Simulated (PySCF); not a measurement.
**Hf²⁺ (hafnium, charge +2) across methods**

[Xe] 4f14 5d2, high-spin 3F determinant. Computed with PySCF 2.14 in def2-QZVPPD with the def2 core potential (60 electrons), with a scalar-relativistic core potential. The B2PLYP total includes its PT2 part (frozen core); its orbital energies are those of the SCF part.

```tsv
method	E (hartree)	mean ε 5p α (eV)	mean ε 5p β (eV)	mean ε 5d α (eV)	Σ⟨r²⟩ (bohr²)	⟨S²⟩
PBE	-47.0862	-49.005	-47.870	-17.609	26.35	2.001
B2PLYP	-46.9278	-53.894	-51.904	-19.949	26.21	2.002
PW91	-47.1100	-49.079	-47.942	-17.668	26.35	2.001
UHF	-46.67778	-57.936	-55.040	-21.971	26.15	2.004
LDA	-46.9169	-48.946	-47.834	-17.524	26.54	2.000
PBE0	-47.0709	-51.465	-49.935	-18.843	26.20	2.001
CAM-B3LYP	-47.0344	-52.943	-51.446	-20.124	26.27	2.001
r2SCAN	-47.1026	-49.970	-48.565	-17.799	26.17	2.002
```

(1) Estimate the same row for r2SCANh.

Energies and moments cover only the electrons outside the core potential. Spin-orbit coupling, absent here, splits the open shell strongly.

Answers

(1) E (hartree) = -47.0901; mean ε 5p α (eV) = -50.818; mean ε 5p β (eV) = -49.290; mean ε 5d α (eV) = -18.275; Σ⟨r²⟩ (bohr²) = 26.14; ⟨S²⟩ = 2.002.
